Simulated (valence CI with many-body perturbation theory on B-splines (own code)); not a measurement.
W⁴¹⁺: key properties

Method: configuration interaction combined with many-body perturbation theory (CI+MBPT): five valence electrons over a frozen Dirac-Fock core [Ar] 3d10, radial functions for each j: 11 s, 11 p, 10 d, 8 f, 5 g, 2 h, with the one-electron correlation potential Σ1, the two-electron term Σ2, the three-electron term Σ3, Breit, model QED; selected CI, second order for the rest, scaled by the run's own slope (own B-spline code, finite nucleus).

The last digits are not significant, and no measured levels were compared; by estimate large intervals hold to a few tenths of a per cent, small ones and those within an open d or f shell to about a per cent. Among the levels kept, up to 2100 cm⁻¹ of a level comes from second order outside the variational space, and about a tenth of that is noise between levels of different J, which matters for small intervals.

Levels are named by their leading jj configuration (3d3/2^4 stands for four electrons in 3d with j = 3/2), which in mixed levels can hold well under half, so a name can repeat and another be missing.

Rates and lifetimes use the calculated energies. Strong lines usually hold to 10 to 20 %, long lifetimes can be off by a factor of two.

Task: What is the ground level?

Result: (4s^2 4p1/2^2 4p3/2) J=3/2, composition 47 % 4s²4p³ ²P° + 26 % 4s²4p³ ⁴S° + 26 % 4s²4p³ ²D°, g = 1.365.

Task: What is the ionisation energy?

Result: 1996.4 eV; NIST lists 1994.8 ± 2 eV (semi-empirical).

Task: Where does the other parity begin?

Result: At (4s^2 4p1/2^2 4d3/2) J=3/2, 153.82 eV.

Task: Name the longest-lived excited levels whose lifetime is computed, and their main decay.

Result: (4s^2 4p1/2 4p3/2 4d5/2) J=9/2 at 268.67 eV lives 6.37 μs, mostly by E2 to (4s^2 4p1/2^2 4d5/2) J=5/2; (4s^2 4p1/2 4p3/2^2) J=5/2 at 94.55 eV lives 672 ns, mostly by M1 to (4s^2 4p1/2^2 4p3/2) J=3/2; (4s^2 4p1/2 4p3/2^2) J=1/2 at 101.41 eV lives 210 ns, mostly by M1 to (4s^2 4p1/2^2 4p3/2) J=3/2.

Task: How well does LS coupling describe the low levels?

Result: Among the lowest 20 levels the leading LS term, summed over configurations, holds 52 % on average. For single configurations the figures are 49 % in LS and 89 % in jj coupling. Terms mix most in the J = 5/2 level at 262.35 eV, where the leading one holds 32 %.

Task: Among levels below 546.31 eV, which E1 lines absorb most strongly from the ground level?

Result: to (4s^2 4p1/2 4p3/2 4d3/2) J=5/2 at 4.726 nm, f = 0.739; to (4s^2 4p1/2 4p3/2 4d3/2) J=3/2 at 4.704 nm, f = 0.594; to (4s 4p1/2^2 4p3/2^2) J=3/2 at 6.072 nm, f = 0.261.
